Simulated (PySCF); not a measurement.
# What a mistake does to a calculation on B2C2H7

Calculated results; nothing here was measured. They come from PySCF 2.14.0, an open-source quantum chemistry program, on an isolated molecule that a program drew, which may never have been made. The molecule is B2C2H7 (charge 0, doublet), drawn as the SMILES string `B[CH]CB`.

Each row is a Hartree-Fock (HF) and frozen-core CCSD(T) single point in the cc-pVDZ basis, meant for a local HF minimum. Run 1 is clean. Each other run has one planted mistake out of seven kinds, and not every kind appears here: one electron removed, one electron added, multiplicity raised by two, geometry at a saddle point, minimal basis STO-3G, one bond length entered in bohr, all coordinates scaled. The reference is restricted for singlets and unrestricted otherwise, and also for a bond in bohr. Adding or removing an electron swaps singlet and doublet. Electrons count all cores. HOMO and LUMO are orbital energies over both spins, the gradient is its largest component, and the lowest frequency (negative if imaginary) is given only where the gradient is small. Bond lengths are over the 10 bonds as drawn. T1 is the CCSD diagnostic: over 0.02 (restricted) or 0.045 (unrestricted) a single reference is doubtful.

Geometry of the clean run:
```xyz
11
B2C2H7, angstrom
B    -2.2082    0.2129   -0.2329
C    -0.8683    0.2875    0.5128
C    -0.0076    1.5169    0.6401
B    -0.3337    2.0918    2.0850
H    -2.8245   -0.8175   -0.2672
H    -2.6456    1.1832   -0.7925
H    -0.4966   -0.5874    1.0421
H     1.0503    1.2401    0.5796
H    -0.2394    2.2323   -0.1497
H    -1.0783    3.0215    2.2318
H     0.1223    1.5532    3.0573
```

| run | electrons | basis functions | <S^2> | HOMO (eV) | LUMO (eV) | gradient (hartree/bohr) | lowest frequency (cm^-1) | mean bond (Å) | longest bond (Å) | T1 | HF (hartree) | CCSD(T) (hartree) | mistake |
|---|---|---|---|---|---|---|---|---|---|---|---|---|---|
| 1 | 29 | 91 | 0.760 | -9.79 | 0.81 | 3.3e-05 | 45 | 1.2709 | 1.589 | 0.0152 | -129.11828 | -129.61606 | no fault |
| 2 | 30 | 91 | 0.000 | -1.47 | 7.23 | 5.8e-02 | - | 1.2709 | 1.589 | 0.0149 | -129.12101 | -129.67276 | one electron added |
| 3 | 28 | 91 | 0.000 | -18.06 | -7.12 | 8.9e-02 | - | 1.2709 | 1.589 | 0.0246 | -128.80852 | -129.28998 | ? |
| 4 | 29 | 91 | 0.759 | -9.82 | 0.78 | 4.8e-02 | - | 1.2023 | 1.503 | 0.0148 | -129.08834 | -129.57944 | ? |

**Which mistake was planted in run 3, and what did it cost?**

It counts 28 electrons, one fewer than the clean run, at the same geometry and basis. So the mistake is: one electron removed. Subtracting run 1 and multiplying by 627.51 kcal/mol a hartree, the energy moved by 194.4 kcal/mol in HF and 204.6 kcal/mol in CCSD(T).

**Which mistake was planted in run 4, and what did it cost?**

The mean and the longest bond both change by the same factor, 0.946, and the gradient is no longer small. So the mistake is: all coordinates scaled. Subtracting run 1 and multiplying by 627.51 kcal/mol a hartree, the energy moved by 18.8 kcal/mol in HF and 23.0 kcal/mol in CCSD(T).

Cautions from the logs. Run 3: T1 is over the limit, so its CCSD(T) energy is less reliable.
